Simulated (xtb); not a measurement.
HfI4, charge +1, doublet, at a GFN2-xTB geometry (such geometries of metal compounds can be far from the true shape) (the multiplicity is a formal guess). Base run: GFN2-xTB (xtb).

The xtb input:
```
$ xtb mol.xyz --gfn 2 --chrg 1 --uhf 1 --json

# file mol.xyz
5

Hf     0.00000000    -0.00000000     0.00000000
I      2.19574464    -0.68734594    -1.63599484
I      0.89552099     0.44011713     2.64093868
I     -1.20966894     2.35187032    -0.98773737
I     -1.88159669    -2.10464151    -0.01720647
```

Variants of this job, named by their change:

```tsv
change	ΔE vs base (kJ/mol)	G_solv (kcal/mol)	SCF cycles
base	0.00	-	25
alpb = thf	-213.7	-51.32	25
etemp = 3000	-66.2	-	26
acc = 1000	2.46	-	27
alpb = dmso	-247.4	-59.37	24
acc = 0.0001	0.00	-	35
```

ALPB and GBSA are two models with their own fitted parameters for each solvent, which aren't always the measured dielectric constant.
